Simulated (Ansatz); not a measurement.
The cluster W4⁺, relaxed as a doublet with UKS PBE0-D4/def2-SVP in Ansatz, starting from the GFN2-xTB geometry. Force threshold 0.02 eV/Å.

In the def2 sets W takes a core potential; there is no spin–orbit coupling. The charge 1 doublet is spin-contaminated (final ⟨S²⟩ up to 1.26, 0.75 for a pure state). The structure comes from a short search, and lower isomers may exist.

Start:

Cartesian coordinates in Å:
```
W -0.748 -0.038 -1.490
W 0.836 -1.422 0.241
W -1.153 0.179 1.192
W 1.065 1.281 0.057
```

```csv
step,energy (eV),largest force component (eV/Å),SCF passes
1,-7287.1009,3.830,179
2,-7288.9583,1.965,56
3 (rejected),-7288.1675,6.141,54
4,-7289.2720,0.567,49
5,-7289.2803,0.347,37
6,-7289.2857,0.062,42
7,-7289.2865,0.078,44
8,-7289.2928,0.189,38
9,-7289.3184,0.343,47
10,-7289.4057,0.413,54
11 (rejected),-7288.7810,3.875,203
12,-7289.4513,0.340,48
13 (rejected),-7289.4388,0.613,57
14,-7289.4649,0.642,52
15,-7289.4758,0.152,46
16 (rejected),-7289.4698,0.219,52
17,-7289.4777,0.017,48
18,-7289.4777,0.003,54
19,-7289.4777,0.001,29
```

Force components are those of the run's own axes.

End:

Cartesian coordinates in Å:
```
W -0.840 -0.012 -1.242
W 0.911 -1.168 0.233
W -1.181 0.143 0.947
W 1.111 1.037 0.062
```

By distances, no bond broke or formed. The bond that changes most is W1–W3, from 2.72 to 2.22 Å (atoms count from 1).

The force fell under the threshold at step 17, but the optimiser went on. No frequencies were taken in this run, so the end may be a saddle point.

It took 2.2 min on 4 threads of Arm Neoverse V2 on a shared host.
